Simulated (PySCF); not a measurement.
Compound: C2H6B2Cl2O2.
SMILES with atom numbers: `[CH3:1][O:2][B:3]([O:4][CH3:5])[B:6]([Cl:7])[Cl:8]` (hydrogens: H9, H10, H11 on C1; H12, H13, H14 on C5)

Computed, not measured: PBE0-D3(BJ)/def2-SVP geometry optimisation, gas phase (PySCF).

Problem. List the bond lengths, angles and torsions at this level.

Solution. 
| bond | length (Å) |
| --- | --- |
| C1–O2, O4–C5 | 1.404 |
| O2–B3, B3–O4 | 1.357 |
| B3–B6 | 1.717 |
| B6–Cl7, B6–Cl8 | 1.756 |
| C1–H9 and 5 like bonds | 1.101 |

Bonds in one row agree within 0.01 Å and their mean is given. A selection of angles:
| angle | degrees |
| --- | --- |
| C1–O2–B3 | 124.0 |
| O2–B3–O4 | 118.9 |
| O2–B3–B6 | 125.1 |
| O4–B3–B6 | 116.0 |
| B3–O4–C5 | 122.5 |
| B3–B6–Cl7 | 121.2 |
| Cl7–B6–Cl8 | 117.3 |

Torsions: C1–O2–B3–O4 -179° (antiperiplanar); O2–B3–O4–C5 -1° (synperiplanar); O2–B3–B6–Cl7 69° (synclinal). The mirror-image conformer, all signs reversed, is as good.

Of the pairs four or more bonds apart, O2···H14 is among the closest relative to their van der Waals radii: 2.43 Å, 89 % of the sum of Bondi's values. B3 (three-coordinate boron) is planar (angles 125.1°, 118.9° and 116.0°, sum 360.0°, 0.00 Å off the plane of its three neighbours). B6 (three-coordinate boron) is planar (angles 121.4°, 121.2° and 117.3°, sum 360.0°, 0.01 Å off the plane of its three neighbours).

Point group: C1 (no symmetry element, even within 0.4 Å). No PBE0-D3(BJ)/def2-SVP frequencies stand behind this structure, so it isn't proved a minimum. The numbers are those of one conformer.
